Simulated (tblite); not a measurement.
Species: C₇H₇FSi.
SMILES: `C#C[C@@H]1[SiH2]/C(=C\F)C1=C`

All values are computed: GFN2-xTB (tblite) harmonic vibrations without scaling, gas phase. This tight-binding method is rough: wavenumbers can miss measured ones by several per cent, in bad cases by 10 to 20. Modes of hydrogen on silicon can be 10 to 20 % off.

Harmonic wavenumbers (cm⁻¹): 28.6, 104.1, 143.5, 153.1, 182.4, 268.1, 289.8, 340.5, 363.2, 432.7, 457.2, 485.6, 520.8, 596.7, 601.8, 621.7, 642.1, 680.9, 690.0, 722.7, 757.1, 791.3, 883.6, 903.6, 996.1, 1053.4, 1065.4, 1095.2, 1191.2, 1227.5, 1248.6, 1399.0, 1684.1, 1703.1, 2279.9, 2284.4, 2310.8, 2922.9, 3040.4, 3099.0, 3123.8, 3397.6.

A = 2530, B = 906.7, C = 723.5 MHz; mass 138.030 u (most abundant isotopes); point group C1, symmetry number 1.

Question: Zero-point energy?

Answer: ½Σν̃ = 23392 cm⁻¹ = 66.88 kcal/mol.

Question: What is S at 298.15 K and 1 bar for an ideal gas of classical rigid rotors and harmonic oscillators?

Answer: Translation 40.70, rotation 29.65, vibration 29.14: S = 99.5 cal/(mol K).

Question: And Cp and H(298.15 K) − H(0)?

Answer: Cp = 40.32 cal/(mol K), of which vibrations give 32.37 (their classical limit is 42 R = 83.5); H(298.15 K) − H(0) = 7.07 kcal/mol without the zero-point energy, 4.70 from vibrations.

Question: What must be added to the electronic energy to get the Gibbs energy at 298.15 K and 1 bar?

Answer: ZPE + [H(298.15 K) − H(0)] − T·S = 66.88 + 7.07 − 29.67 = 44.28 kcal/mol.

Question: How do the functions run with temperature in this model?

Answer: 
```json
{"T (K)": "150", "S (cal/(mol K))": "78.0", "Cp (cal/(mol K))": "23.7", "H − H(0) (kcal/mol)": "2.28", "G − H(0) (kcal/mol)": "-9.41", "ln q(vib)": "2.91"}
{"T (K)": "250", "S (cal/(mol K))": "92.8", "Cp (cal/(mol K))": "35.4", "H − H(0) (kcal/mol)": "5.25", "G − H(0) (kcal/mol)": "-17.96", "ln q(vib)": "5.45"}
{"T (K)": "400", "S (cal/(mol K))": "112.6", "Cp (cal/(mol K))": "49.0", "H − H(0) (kcal/mol)": "11.64", "G − H(0) (kcal/mol)": "-33.41", "ln q(vib)": "9.45"}
{"T (K)": "600", "S (cal/(mol K))": "134.9", "Cp (cal/(mol K))": "60.6", "H − H(0) (kcal/mol)": "22.70", "G − H(0) (kcal/mol)": "-58.23", "ln q(vib)": "14.63"}
{"T (K)": "900", "S (cal/(mol K))": "161.6", "Cp (cal/(mol K))": "70.9", "H − H(0) (kcal/mol)": "42.57", "G − H(0) (kcal/mol)": "-102.86", "ln q(vib)": "21.69"}
```

q(vib) and H(0) count from the zero-point level.

Hindered rotation and anharmonicity are outside this model. The structure is chiral; the term R ln 2 for an equal mix with its mirror image is left out.
